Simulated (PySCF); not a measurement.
Atom-mapped SMILES (the numbers label the heavy atoms): `[CH3:1][O:2][c:3]1[n:4][n:5][c:6]([SiH3:7])[o:8]1`. Each H is labelled by its parent atom.

How the numbers were obtained: shielding tensors at PBE0/pcSseg-1 (GIAO), structure optimised with GFN2-xTB, in PySCF (non-relativistic Hamiltonian, no solvent model, averaged over atoms made equivalent by symmetry, fast rotation or ring inversion, single conformer).

Referencing at the same level of theory: 13C and 1H and 29Si against TMS; 17O vs H2O; 15N vs NH3.

| atoms | nucleus | count | δ (ppm) |
| --- | --- | --- | --- |
| O2 | 17O | 1 | ? |
| H(C1) | 1H | 3 | 4.37 |
| C6 | 13C | 1 | ? |
| C3 | 13C | 1 | 177.7 |
| O8 | 17O | 1 | 318.5 |
| N5 | 15N | 1 | 379.1 |
| C1 | 13C | 1 | 60.1 |
| N4 | 15N | 1 | ? |
| H(Si7) | 1H | 3 | 4.51 |
| Si7 | 29Si | 1 | -86.9 |

Question: Complete the table.

Answer: 
- C6: 162.0 ppm, substituted aromatic carbon next to the ring oxygen
- O2: 100.1 ppm, ether oxygen
- N4: 291.6 ppm, pyridine-type nitrogen of an azole

Shifts are as computed. Against solution values, carbons near 30 ppm lie about +3 ppm off and those near 130 ppm about +5 ppm. Of 1211 compounds with measured shifts, 218 miss one by over three times the rms of a fit or turn the order of signals round; such compounds aren't used in these exercises. Unscaled 17O shifts of doubly bonded oxygen tend to come out too high, by tens of ppm or more. Experimental scales use liquid or dissolved standards, which lie at an offset from isolated NH3 (liquid NH3: subtract about 20 ppm) and H2O (liquid H2O: subtract about 36 ppm). Unscaled 15N shifts of sp2 nitrogen come out 20 to 40 ppm too high even then.
